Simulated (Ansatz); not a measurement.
Wavefunction ladder for CH8Al2BP

```xyz
13

Al   -0.771    1.259    0.390
C     1.084    0.822    0.931
B     1.422   -0.203   -0.152
P     0.764   -2.001   -0.082
Al   -1.305   -1.074   -0.546
H    -1.631    2.567    0.580
H    -1.030    0.554   -1.179
H     0.930    0.435    1.944
H     1.693    1.728    0.949
H     2.042    0.133   -1.123
H     1.029   -2.382   -1.426
H    -1.612   -0.180    0.915
H    -2.614   -1.660   -1.200
```

Charge 0, multiplicity 1. The bonds changed during the relaxation, so this is another structure than the one it started from. Geometry: relaxed with PBE0-D4/def2-TZVP. It is one conformer, not always the lowest. Frozen core, restricted reference, the Gaussian-basis code of Ansatz. CBS rows extrapolate triple and quadruple zeta; past MP2 they add the triple-zeta difference.

```json
{"basis": "def2-SVP", "HF (Eh)": "-891.49979", "MP2 corr.": "-0.49394", "CCSD corr.": "-0.56436", "(T)": "-0.01936", "CCSD(T) total": "-892.08351"}
{"basis": "def2-TZVPP", "HF (Eh)": "-891.85764", "MP2 corr.": "-0.61159", "CCSD corr.": "-0.67739", "(T)": "-0.02978", "CCSD(T) total": "-892.56481"}
{"basis": "def2-QZVPP", "HF (Eh)": "-891.88465", "MP2 corr.": "-0.65295", "CCSD corr.": "–", "(T)": "–", "CCSD(T) total": "–"}
{"basis": "CBS(def2)", "HF (Eh)": "-891.88837", "MP2 corr.": "-0.68359", "CCSD corr.": "-0.74939", "(T)": "as TZ", "CCSD(T) total": "-892.66754"}
```
